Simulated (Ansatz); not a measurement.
Frontier orbitals of CH8OSi2, SMILES `C[SiH2]O[SiH3]`.

The species carries charge 0 and has multiplicity 1. The structure was optimised at the PBE0-D4/def2-TZVP level. It is one conformer, not always the lowest. Basis def2-TZVPP, Ansatz 0.2.0.

A caution on the coupled-cluster cation, which keeps the state that its UHF reference found: it lies well above the hybrids' cation and may not be the lowest state; large T1 diagnostic of the cation.

Orbital energies of one run (eV). Highest occupied ones, from the top: -7.09, -7.20, -8.05, -8.09, -9.49, -9.53, -9.73, -10.24, -10.55, -12.05, -14.27, -17.40, -24.73, -94.27. Empty: -0.65, 0.27, 0.79, 1.03, 1.10, 1.16.

Problem. Which functional gave them?
A. PBE0
B. ωB97X-V
C. BHLYP
D. revPBE

Solution. D. HOMO energies: revPBE -7.09, ωB97X-V -10.98, PBE0 -8.52, BHLYP -9.91 eV.
